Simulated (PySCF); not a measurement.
Precursor series Mo Cl-NH2. All species are isolated molecules in the gas phase. One relaxed conformer stands for each flexible species; it need not be the lowest.

Calculation: PBE-D3(BJ)/def2-TZVP // TPSS-D3(BJ)/def2-SVP run with PySCF 2.14.0. 

```csv
species,HOMO–LUMO gap (eV),charge on the central atom (Mulliken) (e)
0 of 6 Cl replaced by NH2 ([Mo(Cl)6]),1.55,0.69
1 of 6 Cl replaced by NH2,1.17,0.75
2 of 6 Cl replaced by NH2,1.45,0.85
3 of 6 Cl replaced by NH2 ([Mo(Cl)3(NH2)3]),2.16,0.97
4 of 6 Cl replaced by NH2 ([Mo(Cl)2(NH2)4]),1.76,1.12
6 of 6 Cl replaced by NH2 ([Mo(NH2)6]),2.46,1.64
```
